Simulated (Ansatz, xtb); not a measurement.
Breaking the Ga1–H2 bond in GaH4N (SMILES [NH2][GaH2]) (multiplicity 1 held, fragments rigid). Energies count from the point at 1.562 Å.
Geometry at that point (charge 0, multiplicity 1):
```tsv
atom	x (Å)	y (Å)	z (Å)
Ga	0.0071	-0.1752	-0.3421
H	-1.2916	-0.0769	-1.2036
H	1.3319	-0.9094	-0.7224
N	-0.0268	0.6560	1.2808
H	-0.8205	1.1614	1.6389
H	0.7460	0.6643	1.9262
```

R- and RO- levels are restricted; in cc, def2 and unpolarised 6-31G sets they are followed outwards from rest. Unrestricted levels (U-) break spin symmetry where that is lower. Curves can end on different states.

Cores are frozen in the correlated methods. Filled d and f shells under p-block atoms count as core.

The values were computed with Ansatz (Gaussian orbitals); xtb for the GFN methods. Each number belongs to the level named beside it. The GFN methods have no spin term and hold the electronic entropy of 300 K.

**Question.** One of these levels gives 3.411 eV for the energy at R = 4.997 Å. Which one is it?
A) U-MP2/cc-pVDZ
B) GFN2-xTB
C) R-HF/cc-pVDZ
D) R-SCS-MP2/cc-pVDZ

**Answer.** A, U-MP2/cc-pVDZ. The others give 3.907 (GFN2-xTB), 6.796 (R-HF/cc-pVDZ), 4.618 (R-SCS-MP2/cc-pVDZ)

Doubts at one or more of the structures used: a restricted determinant that unrestricted orbitals would lower (R-HF/cc-pVDZ, R-SCS-MP2/cc-pVDZ); a spin-contaminated determinant (U-MP2/cc-pVDZ).

Ansatz is an electronic-structure program.
